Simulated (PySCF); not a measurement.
An unknown gives this computed stick spectrum. Method used: PySCF, TDDFT CAM-B3LYP/def2-SVPD, vertical, gas phase, core orbitals frozen in the response. Geometries: GFN2-xTB, one conformer each.

| state | λ (nm) | f |
| --- | --- | --- |
| S1 | 259.0 | 0.675 |
| S2 | 243.0 | 0.0000 |
| S3 | 206.2 | 0.0004 |
| S4 | 199.2 | 0.0027 |
| S5 | 196.9 | 0.090 |
| S6 | 196.5 | 0.0001 |
| S7 | 186.6 | 0.092 |
| S8 | 178.9 | 0.014 |

Problem. Which candidate is it? All have the formula C6H5Cl.
A. `C#C[C@@H]1[C@H]2[C@H](Cl)[C@@H]12`
B. `Cl/C(C=C)=C\C#C`
C. `C(Cl)=C1C=CC=C1`

Solution. B. Its S1 lies at 4.79 eV; the nearest of the others has S1 at 3.42 eV. S1 is HOMO→LUMO (94%). Löwdin shares by element: HOMO carbon 64% or more (atoms not listed hold the other 36%); LUMO carbon 66% or more (atoms not listed hold the other 34%). At the same level the other candidates give, for their lowest levels:
- `C#C[C@@H]1[C@H]2[C@H](Cl)[C@@H]12`: 192 nm (f 0.000); 185 nm (f 0.051); 183 nm (f 0.000); 170 nm (f 0.005); 164 nm (f 0.036); T1 5.33 eV; HOMO -9.00, LUMO 1.42 eV
- `ClC=C1C=CC=C1`: 362 nm (f 0.009); 250 nm (f 0.495); 205 nm (f 0.000); 188 nm (f 0.001); 188 nm (f 0.000); T1 2.28 eV; HOMO -7.85, LUMO -1.16 eV

The values belong to the conformer `[CH:1]#[C:2]/[CH:3]=[C:4](\[Cl:5])[CH:6]=[CH2:7]`: C3–C4–C6–C7 180°.
Triplets come from the Tamm–Dancoff approximation.
